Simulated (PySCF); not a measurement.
Sn(H)2(SH)2 (H4S2Sn), SMILES [SH][SnH2][SH]. Atoms are numbered in the order given.

```xyz
7

Sn     0.0000     0.0000     0.5431
S      2.0063     0.0544    -0.8484
S     -2.0063    -0.0544    -0.8484
H      0.0872     1.4352     1.4803
H     -0.0872    -1.4352     1.4803
H      1.6988    -1.1011    -1.4833
H     -1.6988     1.1011    -1.4833
```

Geometry: B3LYP-D3(BJ)/def2-SVP. The def2 effective core potentials stand for the cores of Sn; spin–orbit coupling is left out. One conformer was computed; it need not be the lowest.

Method: PBE/def2-TZVPD (PySCF).

Mulliken values depend strongly on the basis, most of all with diffuse functions as here. ESP charges are fitted to the potential on shells at 1.4 to 2.0 van der Waals radii. Atomic charges (e):

```
atom  Mulliken  ESP fit
----  --------  -------
Sn1       0.69     0.23
S2       -0.50    -0.28
S3       -0.50    -0.28
H4       -0.04     0.01
H5       -0.04     0.01
H6        0.20     0.16
H7        0.20     0.16
```
